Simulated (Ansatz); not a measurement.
Geometry optimisation, RKS B3LYP/def2-SVP in Ansatz.

input.yaml

```yaml
crystal:
  periodic: [false, false, false]
  atoms:
    - { symbol: "N", position_ang: [-0.6836, 0.4076, 0.7468] }
    - { symbol: Si, position_ang: [0.3422, -0.4864, -0.171] }
    - { symbol: F, position_ang: [0.70604, 0.39953, -1.40579] }
    - { symbol: F, position_ang: [1.62438, -0.82537, 0.62744] }
    - { symbol: Cl, position_ang: [-0.58782, -2.21538, -0.7596] }
    - { symbol: H, position_ang: [-1.5053, 0.7056, 0.1215] }
    - { symbol: H, position_ang: [-0.2322, 1.3253, 0.9557] }
basis:
  gaussian: { orbitals: def2-SVP }
hamiltonian:
  xc: b3lyp
relax:
  f_tol: 0.015
  max_steps: 40
```

Run as:

```bash
$ ansatz run input.yaml --threads 1 --pin off --max-ram 2048MiB --backend cpu --events-out ev --progress --plain --runs-dir out
```

Q: Where does it end, and by what steps?

A: The forces met the threshold. The force dipped under the threshold on the way, but the program's further checks kept it going. After 13 steps the energy has fallen by 0.520 eV; F3 moved furthest, 0.44 Å.

```csv
step,energy less start (eV),largest force component (eV/Å),accepted
0,0.0000,2.948,yes
1,-0.3296,1.184,yes
2,-0.4646,0.454,yes
3,-0.4903,0.454,yes
4,-0.5058,0.532,yes
5,-0.5075,0.488,yes
6,-0.5190,0.195,yes
7,-0.5190,0.195,yes
8,-0.5140,0.567,no
9,-0.5198,0.072,yes
10,-0.5200,0.025,yes
11,-0.5200,0.027,yes
12,-0.5201,0.005,yes
13,-0.5202,0.013,yes
```

```xyz
7
Properties=species:S:1:pos:R:3
N -0.669 0.595 0.572
Si 0.361 -0.457 -0.253
F 1.007 0.147 -1.602
F 1.635 -0.816 0.662
Cl -0.658 -2.153 -0.772
H -1.675 0.572 0.453
H -0.338 1.423 1.056
```

Whether the end is a true minimum wasn't checked by a vibrational analysis.

The run took 90 s on 1 thread of Arm Neoverse N1, on a shared host, peak memory 0.27 GiB.
